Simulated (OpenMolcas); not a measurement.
Tc4+: ligand-field states by method

Tc4+ with 6 ligands (chloride) in octahedral coordination (Oh) at 2.46 Å. A charge of +0.333 e stands 2.6 Å behind each ligand. Ligand basis ANO-RCC-VDZP.
```
Tc    0.0000    0.0000    0.0000
Cl    2.4600    0.0000    0.0000
Cl    0.0000    2.4600    0.0000
Cl   -2.4600    0.0000    0.0000
Cl    0.0000   -2.4600    0.0000
Cl    0.0000    0.0000    2.4600
Cl    0.0000    0.0000   -2.4600
```

```
Program             : OpenMolcas 26.06
Basis               : ANO-RCC-VDZP [6s5p3d1f]
Scalar Hamiltonian  : DKH2, point nucleus
Active space        : 3 electrons in 5 orbitals (4d)
State averaging     : 2S+1 = 4 even, 10 roots; 2S+1 = 2 even, 40 roots
Spin-orbit coupling : state interaction with AMFI integrals over the reference wave functions
```

I. CASSCF
II. SS-CASPT2, IPEA 0.25 Eh, imaginary shift 0.1 Eh (closed shells correlated: 4s 4p and the ligand valence shells)

Spin-free states (labels of O, the rotations of Oh) in cm-1, each column counted from its own energy of the first state listed:

```json
{"State": "4A2", "Degeneracy": "1", "I": "0", "II": "0"}
{"State": "2E", "Degeneracy": "2", "I": "14279", "II": "9880"}
{"State": "2T1", "Degeneracy": "3", "I": "14950", "II": "9990"}
{"State": "4T2", "Degeneracy": "3", "I": "20494", "II": "24470"}
{"State": "2T2", "Degeneracy": "3", "I": "21882", "II": "16320"}
{"State": "4T1", "Degeneracy": "3", "I": "27177", "II": "29350"}
{"State": "2A1", "Degeneracy": "1", "I": "31509", "II": "30390"}
{"State": "2S+1 = 2", "Degeneracy": "3", "I": "32067", "II": "31240"}
{"State": "2S+1 = 2", "Degeneracy": "3", "I": "33577", "II": "32720"}
{"State": "2E", "Degeneracy": "2", "I": "35405", "II": "33500"}
```

From I to II, I's first state of the same spin (4T2) moves from 20494 to 24470 cm-1, by about +4000 cm-1.

From I to II, I's first state of another spin (2E) moves from 14279 to 9880 cm-1, by about -4400 cm-1.

χT at 300 K: I 1.76, II 1.77 cm3 K/mol.

Roots that are degenerate in the reference are averaged as groups; the widest CASPT2 spread within a group is 160 cm-1 (the 2-fold group of multiplicity 2 near 33500 cm-1 above the lowest state of its run, II). Shifts and gaps below about the spread of the groups concerned are not significant. Over all roots computed the reference weight is 0.62 to 0.64 in II; a low but even weight reflects the number of correlated electrons. The least metal-like active orbital is 69 % on the metal (Löwdin) and no ligand orbital is active, so the numbers are rough. Ligand-to-metal charge-transfer states are missing. With no ligand orbital active B as a rule stays too high, so bands that hang on it stand too high and its fall with covalency is understated. Without dynamic correlation the repulsion within the d shell is too large (B by tens of per cent), so at a given field states of lower spin stand too high (holds for I). With metal d orbitals alone the field can be off either way by tens of per cent (holds for I). These CASPT2 states fit no ligand-field parameters well, so their order and spin gaps are uncertain (holds for II). With one d shell and no ligand orbital active, 10Dq can be off by a tenth or more (holds for II). The distance lies 2 % over the 2.41 Å that this model takes as the normal distance (a Shannon-type radius plus a fixed donor radius); by an R⁻⁵ law this alone changes a d-shell field by about -10 %. No measured value stands beside these numbers; the geometry is a model, was not optimised and need not be the one that this ion takes.

A state without a sure symmetry label is named by its multiplicity alone.
